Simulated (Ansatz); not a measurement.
**Molecular dynamics of AlCl2H2N**

Input:

```yaml
crystal:
  periodic: [false, false, false]
  atoms:
    - { symbol: Al, position_ang: [0.0, 0.0, 0.057471] }
    - { symbol: "N", position_ang: [0.0, 0.0, 1.761433] }
    - { symbol: H, position_ang: [-0.844298, -0.048078, 2.351704] }
    - { symbol: H, position_ang: [0.844298, 0.048078, 2.351704] }
    - { symbol: Cl, position_ang: [1.792906, 0.100052, -0.966156] }
    - { symbol: Cl, position_ang: [-1.792906, -0.100052, -0.966156] }
basis:
  gaussian: { orbitals: STO-3G }
hamiltonian:
  xc: pbe0
  dispersion: d4
md:
  timestep: 1.0
  n_steps: 250
  ensemble: nvt_langevin
  temperature: 700.0
  initial_velocities: maxwell_boltzmann
  seed: 354468
  friction: 0.001
```

Command:

```bash
$ ansatz run input.yaml --threads 1 --pin off --max-ram 2048MiB --backend cpu --events-out ev --progress --plain --runs-dir out
```

It starts from a relaxed structure.

Output, in part (step lines, the closing report, with atoms numbered from 0):

```
md step     0: t =     0.00 fs  T =   583.3 K  F+E_penalty+E_count = -32786.60346873 eV  E_kin = 0.452410 eV  (21 SCF iters)
[... lines left out ...]
Total energy: -32786.34248109 eV, -1204.8758627988 hartree
Atom 0 at     0.130037     0.005654     0.669650 Å, force     0.886443     0.304458    -0.862971 eV/Å
Atom 1 at    -0.018675    -0.825707     2.145744 Å, force     2.123040     0.435497    -0.285659 eV/Å
Atom 2 at    -0.897154    -1.035855     2.531653 Å, force    -3.067647    -0.517838     0.734757 eV/Å
Atom 3 at     0.616240    -0.911763     2.947217 Å, force     0.907003     0.008488    -0.319236 eV/Å
Atom 4 at     1.883091     0.252682    -0.480818 Å, force    -0.601933    -0.177284     0.727711 eV/Å
Atom 5 at    -1.549538     0.812138    -0.217638 Å, force    -0.246906    -0.053321     0.005399 eV/Å
Dipole moment:    -0.054631    -0.315943     0.827370 e Å
```

The steps, from the saved trajectory:

```csv
time (fs),T (K),potential energy less start (eV)
0.0,583,0.000
8.0,401,0.155
16.0,336,0.228
24.0,190,0.376
32.0,231,0.378
40.0,349,0.268
48.0,309,0.343
56.0,273,0.343
64.0,373,0.277
72.0,533,0.155
80.0,645,0.083
88.0,557,0.126
96.0,391,0.295
104.0,270,0.415
112.0,235,0.428
120.0,335,0.326
128.0,470,0.203
136.0,493,0.183
144.0,466,0.170
152.0,467,0.218
160.0,500,0.192
168.0,496,0.214
176.0,435,0.281
184.0,394,0.341
192.0,294,0.417
200.0,452,0.283
208.0,592,0.187
216.0,534,0.195
224.0,479,0.261
232.0,475,0.271
240.0,355,0.358
248.0,504,0.230
```

All steps were run. The mean temperature of the second half is 35 % below the set value. A run of 0.25 ps of so small a system gives no equilibrium averages. Limits of this set-up: minimal basis.

The same pairs are bonded in the first frame and the last. Pairs count as bonded within 1.25 times the sum of covalent radii (0.12 Å more for H–H).

Last frame:

```xyz
6
Properties=species:S:1:pos:R:3
Al 0.130 0.006 0.670
N -0.019 -0.826 2.146
H -0.897 -1.036 2.532
H 0.616 -0.912 2.947
Cl 1.883 0.253 -0.481
Cl -1.550 0.812 -0.218
```

Time of the run: 8.5 min on 1 thread of AMD EPYC 7R43 64-Core Processor (Zen 3) (shared host), peak memory 0.11 GiB.
